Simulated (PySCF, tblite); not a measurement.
Isomers of C7H5NO, one GFN2-xTB conformer each. Single-point energies are computed at PBE0/pcSseg-1 (PySCF, gas phase, no added dispersion term), electronic only.

```json
{"SMILES": "N#Cc1cccc(O)c1", "GFN2-xTB relative energy (kJ/mol)": "0.0"}
{"SMILES": "C#CC#CC(=O)NC=C", "GFN2-xTB relative energy (kJ/mol)": "279.8"}
{"SMILES": "C#CC(=O)C(=C)CC#N", "GFN2-xTB relative energy (kJ/mol)": "289.1"}
```

Conformers: `[N:1]#[C:2][c:3]1[cH:4][cH:5][cH:6][c:7]([OH:8])[cH:9]1` with C6–C7–O8–H 180°; `[CH:1]#[C:2][C:3]#[C:4][C:5](=[O:6])[NH:7][CH:8]=[CH2:9]` with C4–C5–N7–C8 180°, C5–N7–C8–C9 180°; `[CH:1]#[C:2][C:3](=[O:4])[C:5](=[CH2:6])[CH2:7][C:8]#[N:9]` with C2–C3–C5–C6 -5°, C3–C5–C7–C8 150°.

**Question.** What does PBE0/pcSseg-1 give for the same structures?

**Answer.** 
```
           SMILES  PBE0/pcSseg-1 E (Eh)  PBE0/pcSseg-1 (kJ/mol)  GFN2-xTB (kJ/mol)  point group
   N#Cc1cccc(O)c1            -399.20507                     0.0                0.0           Cs
C#CC(=O)C(=C)CC#N            -399.09520                   288.5              289.1           C1
  C#CC#CC(=O)NC=C            -399.07372                   344.9              279.8           Cs
```

Both levels put the same isomer lowest; measured from each level's own lowest isomer, the values differ by up to 65.1 kJ/mol (C#CC#CC(=O)NC=C: 279.8 against 344.9). As drawn, the lowest has an aromatic ring, a C≡N group and an O–H bond, which the highest lacks; the highest has a C=O bond, a C≡C bond and an N–H bond, which the lowest lacks.

**Question.** Which frontier levels, dipoles and rotational constants go with these structures?

**Answer.** 
| SMILES | HOMO (eV, PBE0/pcSseg-1) | LUMO (eV) | dipole (D) | A, B, C (MHz) |
| --- | --- | --- | --- | --- |
| N#Cc1cccc(O)c1 | -7.27 | -1.61 | 3.57 | 3439, 1225, 903.3 |
| C#CC(=O)C(=C)CC#N | -8.46 | -2.75 | 4.16 | 4128, 930.0, 779.6 |
| C#CC#CC(=O)NC=C | -6.99 | -2.14 | 3.77 | 5121, 630.5, 561.4 |

**Question.** What happens when harmonic zero-point energies from GFN2-xTB frequencies are added?

**Answer.** 
```tsv
SMILES	ZPE (kJ/mol)	electronic (kJ/mol)	with ZPE (kJ/mol)
N#Cc1cccc(O)c1	262.3	0.0	0.0
C#CC(=O)C(=C)CC#N	249.3	288.5	275.5
C#CC#CC(=O)NC=C	249.0	344.9	331.6
```

The zero-point energies span 13.3 kJ/mol. The order is unchanged.
